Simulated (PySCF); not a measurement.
# How exact exchange moves a shielding

Molecule: SMILES CC[O][Al]([CH3])[F], C3H8AlFO.

Structure with atom numbers: `[CH3:1][CH2:2][O:3][Al:4]([CH3:5])[F:6]` (H(Xn): hydrogen on atom n).

GIAO shieldings (ppm, equivalent atoms averaged) in PySCF 2.14 on the PBE0-D3(BJ)/def2-SVP geometry, basis pcSseg-1, gas phase, non-relativistic:

| functional | exact exchange (%) | σ(C2) | σ(O3) | σ(Al4) | σ(F6) |
| --- | --- | --- | --- | --- | --- |
| BLYP | 0 | 108.3 | 241.5 | 426.0 | 302.6 |
| BP86 | 0 | 114.0 | 248.3 | 428.9 | 305.6 |
| PBE | 0 | 114.3 | 245.5 | 429.1 | 302.7 |
| B3LYP | 20 | 114.8 | 257.7 | 435.7 | 321.8 |
| PBE0 | 25 | 121.6 | 265.2 | 442.0 | 327.1 |
| mPW1PW91 | 25 | 120.8 | 265.7 | 442.8 | 328.6 |
| HF | 100 | 135.2 | 302.2 | 476.7 | 372.1 |

Question: Fit each shielding as a line in the percentage of exact exchange.

Answer: σ(C2) = 112.8 + 0.23 x (rms 2.5 ppm); σ(O3) = 247.0 + 0.57 x (rms 3.2 ppm); σ(Al4) = 428.3 + 0.49 x (rms 1.7 ppm); σ(F6) = 306.3 + 0.68 x (rms 3.3 ppm). The functionals also differ in their semilocal parts, which the line can't hold; Hartree–Fock has no correlation at all.

Question: What does the line predict for BHandHLYP (50 %), and what does the run give?

Answer: σ(C2): 124.3 predicted, 123.0 computed; σ(O3): 275.5 predicted, 276.4 computed; σ(Al4): 452.8 predicted, 450.2 computed; σ(F6): 340.3 predicted, 343.7 computed ppm.
